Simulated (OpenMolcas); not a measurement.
Ru3+: ligand-field states by method

Ru3+ with 4 ligands (oxide) in tetrahedral coordination (Td) at 1.93 Å. A charge of +1.25 e stands 2.8 Å behind each ligand. Ligand basis ANO-RCC-VDZP.
```
Ru    0.0000    0.0000    0.0000
O     1.1143    1.1143    1.1143
O     1.1143   -1.1143   -1.1143
O    -1.1143    1.1143   -1.1143
O    -1.1143   -1.1143    1.1143
```

```yaml
Program: OpenMolcas
Basis: ANO-RCC-VDZP [6s5p3d1f]
Scalar_Hamiltonian: DKH2, point nucleus
Active_space: 5 electrons in 5 orbitals (4d)
State_averaging: 2S+1 = 6 even, 1 root; 2S+1 = 4 even, 24 roots; 2S+1 = 2 even, 75 roots
Spin-orbit_coupling: state interaction with AMFI integrals over the reference wave functions
```

I. CASSCF
II. SS-CASPT2, IPEA 0.25 Eh, imaginary shift 0.1 Eh (closed shells correlated: 4s 4p and the ligand valence shells)
III. SS-CASPT2, IPEA 0.25 Eh, imaginary shift 0.2 Eh (closed shells correlated: 4s 4p and the ligand valence shells)

Spin-free states (labels of Td) in cm-1, each column counted from its own energy of the first state listed:

```
   State  Degeneracy      I     II    III
     6A1           1      0      0      0
2S+1 = 4           3  14709   9050   9060
     2T2           3  17935  10680  10690
2S+1 = 4           3  18080  11550  11560
2S+1 = 4           1  21909  15590  15600
      4E           2  22063  15350  15360
     2A2           1  23417  14200  14220
2S+1 = 4           3  23480  15330  15350
2S+1 = 2           3  24726  16000  16010
2S+1 = 2           3  26013  16900  16920
      2E           2  26162  16680  16700
      4E           2  27337  18840  18860
2S+1 = 4           3  30456  22460  22480
     2A1           1  30566  21600  21600
2S+1 = 2           3  31126  20500  20520
2S+1 = 2           3  31603  21880  21890
      2E           2  32343  21830  21840
```

From I to II, I's first state of another spin (2S+1 = 4) moves from 14709 to 9050 cm-1, by about -5700 cm-1.

χT at 300 K: I 4.36, II 4.32, III 4.32 cm3 K/mol.

Roots that are degenerate in the reference are averaged as groups; the widest CASPT2 spread within a group is 430 cm-1 (the 3-fold group of multiplicity 4 near 9050 cm-1 above the lowest state of its run, II). Shifts and gaps below about the spread of the groups concerned are not significant. Over all roots computed the reference weight is 0.67 to 0.70 in II, 0.67 to 0.70 in III; a low but even weight reflects the number of correlated electrons. The least metal-like active orbital is 81 % on the metal (Löwdin) and no ligand orbital is active, so the numbers are rough. The oxide ions are held by bare point charges, a crude embedding. Ligand-to-metal charge-transfer states are missing. With no ligand orbital active B as a rule stays too high, so bands that hang on it stand too high and its fall with covalency is understated. Without dynamic correlation the repulsion within the d shell is too large (B by tens of per cent), so at a given field states of lower spin stand too high (holds for I). With metal d orbitals alone the field can be off either way by tens of per cent (holds for I). These CASPT2 states fit no ligand-field parameters well, so their order and spin gaps are uncertain (holds for II; III). With one d shell and no ligand orbital active, 10Dq can be off by a tenth or more (holds for II; III). No measured value stands beside these numbers; the geometry was imposed, not optimised, and the real ion may take another.
